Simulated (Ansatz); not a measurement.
Relaxation of Si₃Au₂⁻ with UKS r2SCAN-D4/def2-SVPD.

```sh
$ ansatz run in.yaml --threads 4 --pin off --events-out ev --progress --plain --max-ram 4787MiB
```

```yaml
crystal:
  periodic: [false, false, false]
  atoms:
    - {symbol: Au, position_ang: [-0.854000, 1.481610, 0.016770]}
    - {symbol: Au, position_ang: [-2.111980, 3.655840, 0.158420]}
    - {symbol: Si, position_ang: [1.228530, -2.332180, 1.113370]}
    - {symbol: Si, position_ang: [0.331120, -0.571400, -0.077640]}
    - {symbol: Si, position_ang: [1.406330, -2.233870, -1.210930]}
basis:
  gaussian: {orbitals: def2-SVPD}
total_charge: -1
magnetization: {spin_polarized: true, initial_magnetization: 1}
hamiltonian: {xc: r2scan, dispersion: d4}
scf: {lower_state_search: "off"}
output: {orbitals: {seedname: orbitals}}
relax: {f_tol: 0.02, max_steps: 100}
```

Run time 36 s (4 threads of Intel Xeon 6975P-C on a shared host).

Positions (Å) and forces (eV/Å) at steps 1, 2, 3, 4, 5, 6, 7, 9, 10, 11 of 11:

```xyz
5
step=1 energy=-31015.6862 eV
Au   -0.854    1.482    0.017    0.757   -1.324   -0.029
Au   -2.112    3.656    0.158   -0.346    0.601    0.024
Si    1.229   -2.332    1.113    0.065   -0.008   -0.608
Si    0.331   -0.571   -0.078   -0.320    0.596   -0.144
Si    1.406   -2.234   -1.211   -0.156    0.135    0.757
5
step=2 energy=-31015.7712 eV
Au   -0.822    1.422    0.030   -0.049    0.081    0.027
Au   -2.129    3.687    0.152    0.111   -0.193   -0.015
Si    1.228   -2.327    1.090    0.038   -0.060   -0.038
Si    0.325   -0.557   -0.088    0.000    0.033   -0.163
Si    1.398   -2.224   -1.184   -0.100    0.139    0.189
5
step=3 energy=-31015.7792 eV
Au   -0.820    1.417    0.035   -0.046    0.075    0.036
Au   -2.115    3.663    0.149    0.016   -0.027   -0.005
Si    1.224   -2.321    1.089    0.045   -0.097    0.107
Si    0.322   -0.549   -0.098    0.050   -0.052   -0.186
Si    1.388   -2.210   -1.175   -0.065    0.102    0.049
5
step=4 energy=-31015.7866 eV
Au   -0.822    1.420    0.054    0.014   -0.027    0.021
Au   -2.109    3.651    0.144   -0.063    0.108    0.012
Si    1.227   -2.329    1.098   -0.010   -0.010    0.153
Si    0.321   -0.539   -0.132    0.111   -0.171   -0.129
Si    1.383   -2.203   -1.164   -0.052    0.100   -0.057
5
step=5 energy=-31015.7854 eV rejected
Au   -0.818    1.411    0.080    0.038   -0.059   -0.034
Au   -2.104    3.639    0.146   -0.083    0.138    0.035
Si    1.219   -2.320    1.123   -0.051    0.091   -0.018
Si    0.328   -0.537   -0.194   -0.067    0.083    0.188
Si    1.375   -2.193   -1.155    0.163   -0.254   -0.171
5
step=6 energy=-31015.7919 eV
Au   -0.820    1.416    0.062    0.011   -0.017   -0.003
Au   -2.112    3.654    0.151   -0.025    0.039    0.017
Si    1.220   -2.319    1.112    0.002   -0.014    0.058
Si    0.327   -0.543   -0.162    0.018   -0.021   -0.062
Si    1.385   -2.208   -1.163   -0.007    0.013   -0.010
5
step=7 energy=-31015.7943 eV
Au   -0.817    1.415    0.041    0.000    0.000   -0.005
Au   -2.115    3.652    0.186   -0.001    0.000    0.012
Si    1.206   -2.299    1.133   -0.027    0.053   -0.034
Si    0.332   -0.542   -0.212   -0.011    0.011    0.046
Si    1.393   -2.226   -1.148    0.038   -0.064   -0.019
5
step=9 energy=-31015.7952 eV rejected
Au   -0.813    1.415    0.003    0.002   -0.008    0.014
Au   -2.115    3.644    0.230    0.001    0.000   -0.003
Si    1.183   -2.260    1.141    0.028   -0.058    0.050
Si    0.336   -0.544   -0.237   -0.012    0.037   -0.081
Si    1.409   -2.255   -1.136   -0.019    0.029    0.021
5
step=10 energy=-31015.7960 eV
Au   -0.814    1.415    0.016    0.010   -0.016   -0.009
Au   -2.115    3.645    0.224   -0.001    0.001    0.006
Si    1.185   -2.265    1.145   -0.004    0.008   -0.003
Si    0.336   -0.542   -0.250   -0.012    0.020    0.011
Si    1.407   -2.253   -1.135    0.008   -0.013   -0.004
5
step=11 energy=-31015.7962 eV
Au   -0.811    1.414   -0.002    0.001   -0.001    0.001
Au   -2.114    3.640    0.246    0.001   -0.002   -0.001
Si    1.175   -2.249    1.152    0.000    0.002   -0.009
Si    0.338   -0.541   -0.269   -0.001    0.001    0.000
Si    1.413   -2.264   -1.127   -0.001    0.000    0.008
```

In the def2 sets Au takes a core potential; there is no spin–orbit coupling. Another isomer (doublet) lies 0.29 eV lower at PBE0-D4/def2-TZVPD; other spin states weren't run for this one.
